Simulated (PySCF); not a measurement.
Al(Cl)(Me)(OSiH3) (CH6AlClOSi), SMILES [Al]([CH3])([O][SiH3])[Cl]. Atoms are numbered in the order given.

```xyz
11

Al     0.4024     0.6839     0.0000
Cl    -1.4422     1.7118     0.0000
C      2.0759     1.6583     0.0000
H      2.9459     0.9836     0.0000
H      2.1439     2.3130    -0.8850
H      2.1439     2.3130     0.8850
O      0.3354    -1.0094     0.0000
Si    -0.1556    -2.5882     0.0000
H      0.3693    -3.2794    -1.2133
H      0.3693    -3.2794     1.2133
H     -1.6450    -2.6817     0.0000
```
Charge 0, spin multiplicity 1.

Coordinates come from a B3LYP-D3(BJ)/def2-SVP optimisation. The structure was generated by enumeration; whether it is a known compound was not checked. Other conformers were not sampled.

Method: KT2/pcSseg-1 run with PySCF.

GIAO shieldings, no solvent; atoms alike by connectivity are averaged. δ = σ(ref) − σ: ³⁵Cl against HCl (σ = 945.4 ppm); ¹³C against TMS (σ = 185.1 ppm); ¹H against TMS (σ = 31.47 ppm); ¹⁷O against H2O (σ = 330.4 ppm); ²⁹Si against TMS (σ = 361.9 ppm), references at their B3LYP-D3(BJ)/def2-TZVP geometries, non-relativistic (without spin–orbit terms, shifts of atoms bonded to Cl or Br come out too high).

Computed chemical shifts:
```json
[
 {"nucleus": "³⁵Cl", "atoms": "Cl2", "count": "1", "δ (ppm)": "42.6"},
 {"nucleus": "¹³C", "atoms": "C3", "count": "1", "δ (ppm)": "-10.1"},
 {"nucleus": "¹H", "atoms": "H9, H10, H11", "count": "3", "δ (ppm)": "5.55"},
 {"nucleus": "¹H", "atoms": "H4, H5, H6", "count": "3", "δ (ppm)": "0.14"},
 {"nucleus": "¹⁷O", "atoms": "O7", "count": "1", "δ (ppm)": "62.0"},
 {"nucleus": "²⁹Si", "atoms": "Si8", "count": "1", "δ (ppm)": "-37.0"}
]
```
